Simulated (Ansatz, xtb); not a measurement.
C4H4FN2+: which of two isomers lies lower

We compare I, `Fc1c[nH+]ccn1`, a singlet, with II, `Fc1cc[nH+]cn1`, a singlet. Both are isolated ions in the gas phase, relaxed with PBE0-D3(BJ)/def2-SVP.

Energies in hartree; the thermal terms are from GFN2-xTB frequencies at re-optimised GFN2-xTB minima (ideal gas, soft modes damped towards free rotors, one conformer each, 298.15 K, 1 atm) and include the zero-point energy:

```
                              I           II
E, CCSD(T)/def2-SVP  −362.673323  −362.690798
    E, MP2/def2-SVP  −362.605734  −362.619387
  E, MP2/def2-TZVPP  −363.267584  −363.281389
  zero-point energy     0.077701     0.077920
       H(298 K) − E     0.083933     0.084171
       G(298 K) − E     0.048708     0.048852
```

Task: Correct the CCSD(T) difference for the basis set by the MP2 change, then work out ΔE, ΔE₀, ΔH and ΔG for I → II in kcal/mol (1 Eh = 627.51 kcal/mol) and the equilibrium ratio [II]/[I].

Result: 1. Differences II − I: CCSD(T) −0.017475, MP2 in the small set −0.013653, MP2 in the large set −0.013805 Eh.
2. ΔE = −0.017475 + (−0.013805 − (−0.013653)) = −0.017627 Eh = −11.06 kcal/mol.
3. ΔE₀ = ΔE + ΔZPE = −0.017627 + (+0.000219) Eh = −10.92 kcal/mol.
4. ΔH = ΔE + (+0.000238) Eh = −10.91 kcal/mol.
5. ΔG = ΔE + (+0.000144) Eh = −10.97 kcal/mol, so ΔS = (ΔH − ΔG)/T = +0.8 J/(mol K).
6. kT = 0.9442 mEh, so K = [II]/[I] = exp(−ΔG/kT) = exp(+18.52) ≈ 1.1 × 10^8.

Structure II is favoured at this temperature. An error of 1 kcal/mol in ΔG would change K by a factor of 5.4. Mirror images and further conformers aren't counted.

As drawn, both hold the same kinds of bond in the same numbers.

Other levels gave ΔE = −8.5 (GFN2-xTB); −13.2 (HF/STO-3G, GFN2-xTB geometries); −10.9 (r2SCAN-D4/def2-SVP, GFN2-xTB geometries); −11.2 (PBE0-D3(BJ)/def2-SVP); −17.3 (HF/def2-SVP); −8.6 (MP2/def2-SVP); −11.0 (CCSD(T)/def2-SVP) kcal/mol. The correlated steps freeze 7 core orbitals. Programs: Ansatz 0.2.0, xtb 6.7.1.
